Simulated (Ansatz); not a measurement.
Geometry optimisation, Ansatz, UKS PBE0-D4/def2-SVP.

input.yaml

```yaml
crystal:
  periodic: [false, false, false]
  atoms:
    - { symbol: Zn, position_ang: [-1.0e-06, -1.0e-06, -0.303514] }
    - { symbol: Cl, position_ang: [-4.0e-06, -7.0e-06, 1.896413] }
    - { symbol: Cl, position_ang: [2.0e-06, 4.0e-06, -2.404907] }
    - { symbol: Si, position_ang: [2.0e-06, 1.0e-06, 5.227025] }
    - { symbol: H, position_ang: [-0.776397, -1.209177, 5.65906] }
    - { symbol: H, position_ang: [1.435375, -0.067789, 5.659064] }
    - { symbol: H, position_ang: [-0.658977, 1.276968, 5.659058] }
magnetization:
  spin_polarized: true
  initial_magnetization: 1
basis:
  gaussian: { orbitals: def2-SVP }
hamiltonian:
  xc: pbe0
  dispersion: d4
relax:
  f_tol: 0.03
  max_steps: 50
```

Launched with:

```bash
$ ansatz run input.yaml --threads 4 --pin off --max-ram 5120MiB --backend cpu --events-out ev --progress --plain --runs-dir out
```

Where does it end, and by what steps?

The run converged. The force dipped under the threshold on the way, but the program's further checks kept it going. After 5 steps the energy has fallen by 0.074 eV; Cl2 moved furthest, 0.22 Å.

```csv
step,energy less start (eV),largest force component (eV/Å),accepted
0,0.0000,1.211,yes
1,-0.0667,0.455,yes
2,-0.0735,0.138,yes
3,-0.0741,0.009,yes
4,-0.0741,0.013,no
5,-0.0741,0.009,yes
```

```xyz
7
Properties=species:S:1:pos:R:3
Zn 0.000 0.000 -0.422
Cl 0.000 0.000 1.680
Cl 0.000 0.000 -2.519
Si 0.000 0.000 5.320
H -0.769 -1.197 5.778
H 1.421 -0.067 5.778
H -0.652 1.264 5.778
```

Whether the end is a true minimum wasn't checked by a vibrational analysis.

Time of the run: 13 s on 4 threads of Arm Neoverse V2, with other jobs on the host, peak memory 0.34 GiB.
